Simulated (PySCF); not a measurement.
Cl⁹⁺: ionisation energy

Cl⁹⁺ [He] 2s2 2p4 [2p1/2^2 2p3/2^2, M_J = 2] → Cl¹⁰⁺ [He] 2s2 2p3 [2p1/2^2 2p3/2^1, M_J = 3/2], as a difference of total energies. Computed with PySCF 2.14 in an uncontracted even-tempered set (18 s from 1.2 bohr⁻², ratio 2.4; 11 p from 1.6 bohr⁻², ratio 2.4; 5 d from 8.3 bohr⁻², ratio 2.6; 5 f from 12 bohr⁻², ratio 2.6), with the two-component X2C-1e Hamiltonian. Correlated levels: nothing frozen; the 30 highest virtual spinors dropped. "Screened" scales the spin-orbit matrix elements by Boettger's factors to mimic the two-electron term; Breit and QED terms are absent.

| method | ionisation energy (eV) |
| --- | --- |
| GHF (spin-free) | 453.99 |
| GMP2 (spin-free) | 455.48 |
| GHF (screened spin-orbit) | 454.63 |
| GMP2 (screened spin-orbit) | 456.12 |

The labels give the starting determinants; with spin-orbit coupling the two ends relaxed to ⟨J²⟩ = 6.00, ⟨L²⟩ = 2.05, ⟨S²⟩ = 1.98 and ⟨J²⟩ = 3.75, ⟨L²⟩ = 0.01, ⟨S²⟩ = 3.74.

Problem. Which method comes closest to the reference value, and which is furthest?

Solution. The reference is 456.7 ± 0.4 eV (semi-empirical (NIST evaluation); NIST Atomic Spectra Database, ionization energies). Closest: GMP2 (screened spin-orbit) (error -0.580 eV); furthest: GHF (spin-free) (error -2.710 eV).
